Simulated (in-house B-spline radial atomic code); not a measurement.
Configurations of the technetium ion Tc⁺, with energies counted from [Kr] 4d5 5s1. Level of theory: non-relativistic SCAN, spin-polarised, spherical fractional occupations, point nucleus; calculated with a radial B-spline atomic code at the basis-set limit. Shells without spins written out take the highest spin.

Occupations are held fixed; configurations that lie above the ionisation limit could autoionise.

```csv
configuration,E - E(ref) (eV),highest orbital,its <r> (bohr)
[Kr] 4d4 5s2,7.6026,5s down,3.149
"[Kr] 4d(2 up, 2 down) 5s2",11.612,5s up,2.991
[Kr] 4d5 5f1,12.746,5f up,14.69
[Kr] 4d4 4f1 5s1,18.324,4f up,8.102
[Ar] 3d10 4s2 4p5 4d5 5s1 5p1,44.539,5p up,3.44
"[Ar] 3d10 4s2 4p(3 up, 2 down) 4d(4 up, 1 down) 5s(0 up, 1 down) 6s(0 up, 1 down)",57.127,6s down,6.616
[Ar] 3d9 4s2 4p6 4d6 5s1,260.62,5s up,2.969
[Ar] 3d9 4s2 4p6 4d5 5s1 6d1,276.08,6d up,10.87
```

Task: Order these further configurations by energy, lowest first.
A. [Kr] 4d(2 up, 3 down) 5s(0 up, 1 down)
B. [Ar] 3d10 4s2 4p5 4d5 5s1 6s1
C. [Ar] 3d10 4s2 4p(2 up, 3 down) 4d(4 up, 1 down) 5s(1 up, 0 down) 5f(1 up, 0 down)
D. [Kr] 4d(3 up, 1 down) 5s(1 up, 0 down) 6s(0 up, 1 down)
E. [Kr] 4d(4 up, 1 down) 5s(0 up, 1 down)

Result: E (5.2558 eV), A (6.3199 eV), D (19.109 eV), B (50.007 eV), C (62.957 eV).

Task: How far above the reference does [Kr] 4d5 4f1 lie?

Result: 11.603 eV; its least bound orbital is 4f up with <r> = 8.563 bohr.

Task: How far above the reference does [Ar] 3d10 4s2 4p5 4d6 5s1 lie?

Result: 39.325 eV; its least bound orbital is 4d down with <r> = 1.658 bohr.

Task: How far above the reference does [Kr] 4d4 5s1 6p1 lie?

Result: 16.623 eV; its least bound orbital is 6p up with <r> = 7.672 bohr.
